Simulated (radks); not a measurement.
Values are calculated unless marked as measured or tabulated.
Question: Ce IV, 55 electrons, occupied as [Kr] 4d10 4f2 5s2 5p5 (not the ground configuration). Level of theory: Dirac Kohn-Sham, PBE, spin-unpolarised, spherical densities, point nucleus; open shells are shared between the two j in proportion to 2j + 1 (a radial shooting solver on a logarithmic mesh with Libxc functionals).

Spin-orbit splittings of the eigenvalues, e(l+1/2) - e(l-1/2), with zeta = 2 splitting/(2l+1) and mean radii in bohr:

| shell | occ. | splitting (eV) | zeta (eV) | <r> j=l-1/2 | <r> j=l+1/2 |
|---|---|---|---|---|---|
| 2p | 6 | 446.7 | 297.8 | 0.08794 | 0.09414 |
| 3p | 6 | ? | ? | 0.2680 | 0.2802 |
| 3d | 10 | 18.86 | 7.546 | 0.2513 | 0.2551 |
| 4p | 6 | 18.72 | 12.48 | 0.6579 | 0.6855 |
| 4d | 10 | 3.256 | 1.303 | 0.7435 | 0.7534 |
| 4f | 2 | 0.3094 | 0.08840 | 1.126 | 1.138 |
| 5p | 5 | 2.765 | 1.843 | 1.692 | 1.765 |

Estimate the 3p splitting.

Answer: 87.81 eV (zeta = 58.54 eV).
